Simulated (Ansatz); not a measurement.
BH4NOSi, SMILES `NB1O[SiH2]1` at its PBE0-D4/def2-TZVP geometry, where that method's forces vanish. The species carries charge 0 and has multiplicity 1.

| atom | x (Å) | y (Å) | z (Å) |
| --- | --- | --- | --- |
| N1 | -0.263 | -1.533 | 0.791 |
| B2 | -0.087 | -0.338 | 0.115 |
| O3 | -0.508 | 0.091 | -1.117 |
| Si4 | 0.382 | 1.406 | -0.438 |
| H5 | 0.114 | -1.700 | 1.705 |
| H6 | -0.781 | -2.303 | 0.399 |
| H7 | 1.590 | 1.757 | -1.226 |
| H8 | -0.446 | 2.620 | -0.229 |

Problem. For each bond, give half the difference of the two atoms' forces along it (eV/Å; positive pushes the atoms apart) under PBE-D4, r2SCAN-D4, B3LYP-D4, ωB97M-V in def2-TZVPP. (Estimate.)

Solution. Ansatz gave: 
```
  bond  length (Å)  PBE-D4  r2SCAN-D4  B3LYP-D4  ωB97M-V
 N1–B2       1.384   -0.06       0.01      0.02     0.14
 N1–H5       1.003    0.17      -0.02     -0.02    -0.06
 N1–H6       1.007    0.20       0.00      0.00    -0.08
 B2–O3       1.370    0.49       0.19      0.07     0.03
B2–Si4       1.889    0.16       0.07      0.13     0.04
O3–Si4       1.728    0.59       0.19      0.17     0.06
Si4–H7       1.484    0.00      -0.04     -0.11    -0.14
Si4–H8       1.484    0.00      -0.04     -0.11    -0.14
```

B3LYP here is the variant with VWN-RPA as its local correlation; programs differ in this.
